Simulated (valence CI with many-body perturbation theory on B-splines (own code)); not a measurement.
**K¹²⁺: electric-dipole lines**

Level of theory: configuration interaction combined with many-body perturbation theory (CI+MBPT): five valence electrons over a frozen Dirac-Fock core [He], a basis of 9 s, 9 p, 8 d, 6 f, 3 g, 1 h functions for each j, with the one-electron correlation potential Σ1, the two-electron term Σ2, the three-electron term Σ3, Breit, model QED; selected CI, second order for the rest, scaled by the run's own slope (own B-spline code, finite nucleus).

No measured levels were compared; by estimate levels of excited configurations hold to 0.05 to 0.15 % of their energy, terms of the ground configuration to about 0.5 %. Among the levels kept, up to 2400 cm⁻¹ of a level comes from second order outside the variational space, and about a tenth of that is noise between levels of different J, which matters for small intervals.

Lines 151 to 200 of 270 in falling wavelength, among levels below 465.90 eV, chosen from the strongest by gf and those to the six lowest levels. Wavelengths and rates use the calculated energies, so an error of 400 cm⁻¹ moves a line at 3.109 nm by 0.012 % and its rate by three times that or more. Electric multipoles are in the length gauge, E1 and E2 with the static RPA response of the core. Weak lines are less certain than strong ones. Lines between different terms over intervals too small for the method are left out, as are lines whose strength nearly cancels.

Names give the largest LS component (configuration and term), which can be under half, so a name can repeat, a term be missing and a line seem to break the LS rules; names also repeat where a configuration has a term twice. Letters in brackets count levels of one name in rising energy.

| λ vac (nm) | Upper | Lower | A (s⁻¹) | log gf | Branch % |
| --- | --- | --- | --- | --- | --- |
| 3.109 | 2s2.2p2.3s 4P_5/2 | 2s2.2p3 2D°_5/2 | 9.84e+09 | -2.07 | 3.6 |
| 3.104 | 2s2.2p2.3s 4P_5/2 | 2s2.2p3 2D°_3/2 | 2.98e+08 | -3.59 | 0.1 |
| 3.095 | 2s2.2p2.3s 2D_5/2 | 2s2.2p3 2P°_3/2 | 9.37e+10 | -1.09 | 18.9 |
| 3.094 | 2s2.2p2.3s 2D_3/2 | 2s2.2p3 2P°_3/2 | 2.02e+11 | -0.93 | 39.1 |
| 3.093 | 2s2.2p2.3s 2P_1/2 | 2s2.2p3 2D°_3/2 | 5.85e+11 | -0.78 | 71.9 |
| 3.087 | 2s2.2p2.3s 2D_3/2 | 2s2.2p3 2P°_1/2 | 6.94e+10 | -1.40 | 13.4 |
| 3.083 | 2s2.2p2.3s 2P_3/2 | 2s2.2p3 2D°_5/2 | 4.61e+11 | -0.58 | 57.3 |
| 3.078 | 2s2.2p2.3s 2P_3/2 | 2s2.2p3 2D°_3/2 | 6.74e+09 | -2.42 | 0.8 |
| 3.036 | 2s2.2p2.3s 2D_5/2 | 2s2.2p3 2D°_5/2 | 3.32e+11 | -0.56 | 66.8 |
| 3.035 | 2s2.2p2.3s 2D_3/2 | 2s2.2p3 2D°_5/2 | 6.15e+08 | -3.47 | 0.1 |
| 3.032 | 2s2.2p2.3s 4P_1/2 | 2s2.2p3 4S°_3/2 | 2.62e+11 | -1.14 | 93.6 |
| 3.031 | 2s2.2p2.3s 2D_5/2 | 2s2.2p3 2D°_3/2 | 6.90e+10 | -1.24 | 13.9 |
| 3.030 | 2s2.2p2.3s 2D_3/2 | 2s2.2p3 2D°_3/2 | 2.44e+11 | -0.87 | 47.2 |
| 3.022 | 2s2.2p2.3s 4P_3/2 | 2s2.2p3 4S°_3/2 | 2.62e+11 | -0.84 | 95.3 |
| 3.016 | 2s2.2p2.3s 2S_1/2 | 2s2.2p3 2P°_3/2 | 2.69e+11 | -1.13 | 56.8 |
| 3.009 | 2s2.2p2.3s 4P_5/2 | 2s2.2p3 4S°_3/2 | 2.63e+11 | -0.67 | 96.3 |
| 3.009 | 2s2.2p2.3s 2S_1/2 | 2s2.2p3 2P°_1/2 | 1.96e+11 | -1.27 | 41.4 |
| 2.999 | 2s2.2p2.3s 2P_1/2 | 2s2.2p3 4S°_3/2 | 1.23e+09 | -3.48 | 0.2 |
| 2.956 | 2s2.2p2.3s 2S_1/2 | 2s2.2p3 2D°_3/2 | 8.62e+09 | -2.65 | 1.8 |
| 2.941 | 2s2.2p2.3s 2D_5/2 | 2s2.2p3 4S°_3/2 | 2.30e+09 | -2.75 | 0.5 |
| 2.915 | 2s2.2p2.3d 4F_3/2 | 2s2.2p3 2P°_3/2 | 6.79e+09 | -2.46 | 9.0 |
| 2.908 | 2s2.2p2.3d 4F_3/2 | 2s2.2p3 2P°_1/2 | 1.99e+09 | -3.00 | 2.7 |
| 2.898 | 2s2.2p2.3d 2P_3/2 [a] | 2s2.2p3 2P°_3/2 | 3.20e+11 | -0.79 | 31.7 |
| 2.895 | 2s2.2p2.3d 4D_1/2 | 2s2.2p3 2P°_3/2 | 7.06e+10 | -1.75 | 22.8 |
| 2.893 | 2s2.2p2.3d 4D_5/2 | 2s2.2p3 2P°_3/2 | 3.36e+08 | -3.60 | 0.1 |
| 2.891 | 2s2.2p2.3d 2P_3/2 [a] | 2s2.2p3 2P°_1/2 | 1.18e+11 | -1.23 | 11.7 |
| 2.889 | 2s2.2p2.3d 4D_1/2 | 2s2.2p3 2P°_1/2 | 1.25e+11 | -1.50 | 40.4 |
| 2.889 | 2s2.2p2.3d 4D_3/2 | 2s2.2p3 2P°_3/2 | 2.08e+11 | -0.98 | 26.1 |
| 2.883 | 2s2.2p2.3d 2F_5/2 [a] | 2s2.2p3 2P°_3/2 | 1.75e+10 | -1.88 | 1.9 |
| 2.882 | 2s2.2p2.3d 4D_3/2 | 2s2.2p3 2P°_1/2 | 9.56e+10 | -1.32 | 12.0 |
| 2.878 | 2s2.2p2.3d 2P_1/2 [a] | 2s2.2p3 2P°_3/2 | 4.63e+11 | -0.94 | 31.4 |
| 2.873 | 2s2.2p2.3d 4P_5/2 | 2s2.2p3 2P°_3/2 | 3.11e+09 | -2.64 | 0.1 |
| 2.872 | 2s2.2p2.3d 2P_1/2 [a] | 2s2.2p3 2P°_1/2 | 9.17e+11 | -0.64 | 62.1 |
| 2.868 | 2s2.2p2.3d 4P_3/2 | 2s2.2p3 2P°_3/2 | 5.75e+08 | -3.55 | 0.0 |
| 2.863 | 2s2.2p2.3d 4F_3/2 | 2s2.2p3 2D°_5/2 | 1.06e+09 | -3.29 | 1.4 |
| 2.862 | 2s2.2p2.3d 4P_3/2 | 2s2.2p3 2P°_1/2 | 1.26e+09 | -3.21 | 0.0 |
| 2.858 | 2s2.2p2.3d 4F_3/2 | 2s2.2p3 2D°_3/2 | 4.73e+10 | -1.64 | 62.9 |
| 2.858 | 2s2.2p2.3d 4F_5/2 | 2s2.2p3 2D°_5/2 | 1.16e+10 | -2.07 | 12.8 |
| 2.854 | 2s2.2p2.3d 4F_5/2 | 2s2.2p3 2D°_3/2 | 2.88e+10 | -1.68 | 32.0 |
| 2.851 | 2s2.2p2.3d 4F_7/2 | 2s2.2p3 2D°_5/2 | 2.47e+10 | -1.62 | 93.6 |
| 2.846 | 2s2.2p2.3d 2P_3/2 [a] | 2s2.2p3 2D°_5/2 | 1.85e+11 | -1.05 | 18.4 |
| 2.842 | 2s2.2p2.3d 2P_3/2 [a] | 2s2.2p3 2D°_3/2 | 1.90e+11 | -1.04 | 18.9 |
| 2.841 | 2s2.2p2.3d 4D_5/2 | 2s2.2p3 2D°_5/2 | 9.50e+08 | -3.16 | 0.1 |
| 2.841 | 2s2.2p2.3d 2D_3/2 [a] | 2s2.2p3 2P°_3/2 | 5.42e+11 | -0.58 | 19.8 |
| 2.840 | 2s2.2p2.3d 4D_1/2 | 2s2.2p3 2D°_3/2 | 3.60e+10 | -2.06 | 11.6 |
| 2.839 | 2s.2p3.3p 6P_3/2 | 2s2.2p3 2P°_3/2 | 1.24e+09 | -3.22 | 19.3 |
| 2.839 | 2s2.2p2.3d 2D_5/2 [a] | 2s2.2p3 2P°_3/2 | 4.99e+11 | -0.44 | 13.7 |
| 2.838 | 2s.2p3.3p 6P_5/2 | 2s2.2p3 2P°_3/2 | 1.23e+10 | -2.05 | 15.4 |
| 2.837 | 2s2.2p2.3d 4D_3/2 | 2s2.2p3 2D°_5/2 | 7.48e+10 | -1.44 | 9.4 |
| 2.837 | 2s2.2p2.3d 4D_5/2 | 2s2.2p3 2D°_3/2 | 7.38e+10 | -1.27 | 11.2 |

**Question.** How does gf follow from A for the line at 2.851 nm?

**Answer.** gf = 1.4992 × (2J+1)_upper × A / σ², with σ = 3506973 cm⁻¹ and 2J+1 = 8: gf = 0.0241.
